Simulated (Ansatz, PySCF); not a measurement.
This Ansatz (a quantum-chemistry and plane-wave program) input computes a CCSD(T)/cc-pVDZ energy:

Ansatz 0.2 input:
```yaml
crystal:
  periodic: [false, false, false]
  atoms:
    - {symbol: C, position_ang: [-0.70135988, 0.09443554, 0.00755393]}
    - {symbol: N, position_ang: [0.53274901, -0.32205473, -0.03424666]}
    - {symbol: H, position_ang: [-0.76010881, 1.24268472, 0.13805788]}
    - {symbol: H, position_ang: [1.23902506, 0.44508517, 0.05634518]}
basis:
  gaussian:
    orbitals: cc-pVDZ
total_charge: -1
magnetization: {spin_polarized: false}
correlation: {method: ccsd_t, electrons: outside_noble_gas}
```

Task: Write an input for the same energy in PySCF and say what it gives.

Result: 
```python
from pyscf import gto, scf, mp, cc as ccmod

mol = gto.M(
    atom='''
    C    -0.70135988    0.09443554    0.00755393
    N     0.53274901   -0.32205473   -0.03424666
    H    -0.76010881    1.24268472    0.13805788
    H     1.23902506    0.44508517    0.05634518
    ''',
    basis='cc-pvdz',
    charge=-1,
    spin=0,
    verbose=4,
)

mf = scf.RHF(mol)
mf.conv_tol = 1e-10
mf.max_cycle = 100
mf.kernel()
mp2 = mp.MP2(mf, frozen=2).run()
cc = ccmod.CCSD(mf, frozen=2)
cc.max_cycle = 100
cc.kernel()
et = cc.ccsd_t()
print(f'E(CCSD(T)) = {cc.e_tot + et:.9f}')
```
It gives -93.68843 Eh, and Ansatz -93.68843 Eh, a difference of 0.00 mEh.

It need not be the lowest isomer of its formula. Whether it binds its extra electron was not tested at this geometry.
